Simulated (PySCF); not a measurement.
## Radial density of Ru²⁺ (ruthenium, charge +2)

LC-wPBE, [Kr] 4d5 5p1, high-spin 7P determinant (an excited configuration). Calculation: PySCF 2.14, in x2c-TZVPPall (8s6p6d2f1g, 79 functions); the spin-free X2C one-electron Hamiltonian (Gaussian nucleus).

```tsv
r (bohr)	4πr²ρ (e/bohr)	4πr²(ρα − ρβ)
0.0352	50.62	0.0043
0.0592	50.89	0.0262
0.0996	69.69	0.1572
0.167	49.76	0.6418
0.282	52.54	0.8938
0.474	33.24	-0.0004
0.797	13.52	2.2769
1.34	9.318	3.7922
2.25	1.627	1.3416
3.79	0.3149	0.3144
6.38	0.008983	0.0090
10.7	0.0001007	0.0001
```

Densities and radii are taken from the X2C orbitals without a picture-change correction, which distorts them close to the nucleus.
